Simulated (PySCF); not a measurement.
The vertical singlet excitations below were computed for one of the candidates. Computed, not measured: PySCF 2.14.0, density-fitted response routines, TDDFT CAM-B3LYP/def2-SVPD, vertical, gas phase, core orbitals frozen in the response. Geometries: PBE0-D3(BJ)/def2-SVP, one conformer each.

| state | ν̃ (cm⁻¹) | f | main configurations (H = HOMO, L = LUMO) |
| --- | --- | --- | --- |
| S1 | 47700 | 0.0003 | H-1→L+1 (34%), H-1→L (34%), H-1→L+3 (14%) |
| S2 | 56740 | 0.068 | H→L (69%), H→L+1 (22%) |
| S3 | 59290 | 0.130 | H→L+3 (41%), H→L+1 (17%), H→L+4 (14%) |
| S4 | 60110 | 0.160 | H→L+4 (43%), H→L+3 (40%) |
| S5 | 62450 | 0.039 | H-1→L (42%), H-1→L+1 (32%) |
| S6 | 63960 | 0.014 | H→L+5 (20%), H-3→L+3 (12%), H→L+1 (11%) |
| S7 | 64570 | 0.0052 | H-3→L+3 (26%), H-1→L+3 (15%), H→L+5 (13%) |
| S8 | 64970 | 0.0080 | H→L+5 (31%), H-2→L (18%), H-2→L+1 (18%) |
| S9 | 65710 | 0.019 | H-2→L (28%), H→L+5 (14%), H→L+1 (11%) |
| S10 | 66290 | 0.021 | H-2→L+1 (47%), H-1→L+2 (9%) |

Question: Which candidate is it?
A. `O=C[C@H]1COCC[SiH2]1`
B. `COCC1=COC=C1`
C. `C=CCCC(=O)O[SiH3]`

Answer: C. Its S1 lies at 5.91 eV; the nearest of the others has S1 at 6.27 eV. S1 is HOMO-1→LUMO+1 (34%), HOMO-1→LUMO (34%), HOMO-1→LUMO+3 (14%). Löwdin shares by element: HOMO carbon 81% or more (atoms not listed hold the other 19%); LUMO carbon 26% or more, silicon 12%, oxygen 10% or more (atoms not listed hold the other 51%). At the same level the other candidates give, for their lowest levels:
- `COCc1ccoc1`: 6.27 eV (f 0.137); 6.63 eV (f 0.005); 6.83 eV (f 0.004); 7.20 eV (f 0.027); 7.30 eV (f 0.007); T1 4.08 eV; HOMO -8.07, LUMO 1.18 eV
- `O=C[C@H]1COCC[SiH2]1`: 4.18 eV (f 0.001); 6.55 eV (f 0.050); 7.01 eV (f 0.056); 7.20 eV (f 0.003); 7.45 eV (f 0.015); T1 3.61 eV; HOMO -8.70, LUMO 0.20 eV

Shape of the structure used: `[CH2:1]=[CH:2][CH2:3][CH2:4][C:5](=[O:6])[O:7][SiH3:8]`: C1–C2–C3–C4 103°, C2–C3–C4–C5 -73°, C3–C4–C5–O6 -23°, C4–C5–O7–Si8 179°.
Triplets come from the Tamm–Dancoff approximation.
